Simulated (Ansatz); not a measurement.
Two structures of SiH$_{4}$SO$_{3}$, closed shell, reached by relaxing down either side of one saddle point (PBE0-D4/def2-TZVP). Energies are electronic, without zero-point energy. Ansatz 0.2.0; basis: def2-TZVPP and def2-QZVPP; cores frozen in the correlated methods. Extrapolation: Hartree–Fock as exp(−7.88 √X), correlation as X^−2.97. First:

Si1  (-0.026, 0.086, -0.046)
O2  (1.185, 0.453, 0.981)
S3  (-1.119, -1.513, 0.825)
H4  (-0.018, -2.135, 1.276)
O5  (-1.108, 1.279, -0.319)
O6  (0.683, -0.231, -1.480)
H7  (1.960, 0.861, 0.589)
H8  (-1.667, 1.543, 0.414)
H9  (0.110, -0.343, -2.240)
(Å)

Second:

```
9
angstrom
Si -0.4275 -0.2420 -0.1981
O 1.0233 0.0881 1.0352
S -1.2444 -1.8129 0.6611
H 0.8937 -0.6818 1.6210
O -1.1356 1.2299 -0.2725
O 0.5723 -0.2682 -1.4971
H 1.8726 -0.0036 0.5802
H -1.9446 1.2987 0.2400
H 0.3900 0.3916 -2.1696
```

(1) Which bonds change from the first to the second?

(2) Give the saddle point's structure and its height above each. (To be estimated.)

The T1 diagnostic stays at or below 0.013.

Answers

(1) SiH₄SO₃ ([OH][Si]([OH])([OH])[SH]) → SiH₂SO₂ ([OH][Si]([OH])[S]) + H₂O (still joined by a long Si–O bond); bonds formed: O2–H4; bonds broken: S3–H4; bonds weakened to dative contacts: Si1–O2.

(2) Computed: 37.06 kcal/mol above the first and 6.99 kcal/mol above the second (CCSD(T) at an estimated basis limit (MP2 extrapolated from triple and quadruple zeta, plus CCSD(T) − MP2 in triple zeta)).
Si1  (-0.285, -0.135, -0.183)
O2  (1.009, 0.106, 1.046)
S3  (-0.951, -1.740, 0.854)
H4  (0.493, -0.876, 1.424)
O5  (-1.161, 1.232, -0.317)
O6  (0.568, -0.240, -1.567)
H7  (1.911, -0.018, 0.722)
H8  (-1.901, 1.306, 0.290)
H9  (0.316, 0.364, -2.268)
(Å)

Labels in which every atom is bracketed show which atoms are joined, not bond orders.

For scale, one of the runs: CCSD(T)/def2-TZVPP, 233 basis functions, launched by `ansatz run in.yaml --threads 4 --pin off --events-out ev --progress --plain --max-ram 9574MiB`. Time: 100 s of wall clock on 4 CPU threads of an Arm Neoverse V2; the host was shared. Peak host memory: 4.1 GiB.
